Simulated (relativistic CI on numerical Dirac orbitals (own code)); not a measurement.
Crystal-field levels of Re2+, 5d5

Calculated by Dirac-Coulomb-Breit CI, KLI orbitals optimised for each configuration, model QED, valence Slater integrals scaled by 0.7, one configuration in a parametric crystal field (own radial code).

Field parameters in Wybourne normalisation: Oh B⁴₀ = 21Dq, B⁴₄ = √(5/14) B⁴₀. The field is a parameter set, without covalency.

S is read from ⟨S²⟩ = S(S + 1).

Levels (cm⁻¹, degeneracy): 0 (2), 4399 (4), 32003 (4), 33108 (2), 33774 (4), 34503 (2), 37328 (2), 37597 (4), 37963 (4), 37985 (2), 40056 (4), 41268 (2).

Task: Which field gives this pattern?
A. Oh, 10Dq = 5500 cm⁻¹
B. Oh, 10Dq = 27600 cm⁻¹
C. Oh, 10Dq = 36450 cm⁻¹
D. Oh, 10Dq = 40900 cm⁻¹

Result: D. Oh, 10Dq = 40900 cm⁻¹, ground level with S = 0.53.
